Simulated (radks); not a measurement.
Results of a calculation; reference values are marked as such.
Problem. All-electron atom: Nb15+ in [Ar] 3d8. Level of theory: Dirac Kohn-Sham, PBEsol, spin-unpolarised, spherical densities, finite nucleus; open shells fill j = l - 1/2 first; Fermi nuclear charge, rms radius 4.324 fm (a radial shooting solver on a logarithmic mesh with Libxc functionals). Some entries of the table are withheld. Estimate them.

orbital  occ.  eigenvalue (hartree)  <1/r> (bohr^-1)
1s1/2       2             -705.1591            42.38
2s1/2       2                   (1)            9.636
2p1/2       2             -103.1819              (2)
2p3/2       4             -99.65428              (3)
3s1/2       2             -29.40581            3.379
3p1/2       2             -26.44709            3.290
3p3/2       4             -25.82910            3.187
3d3/2       4             -20.67976            3.026
3d5/2       4             -20.55865            3.000
4s1/2       0             -12.48404            1.513
4p1/2       0             -11.42754            1.453
4p3/2       0             -11.26558            1.424

Solution. 
(1) 2s1/2 eigenvalue (hartree): -111.0513
(2) 2p1/2 <1/r> (bohr^-1): 9.611
(3) 2p3/2 <1/r> (bohr^-1): 9.174
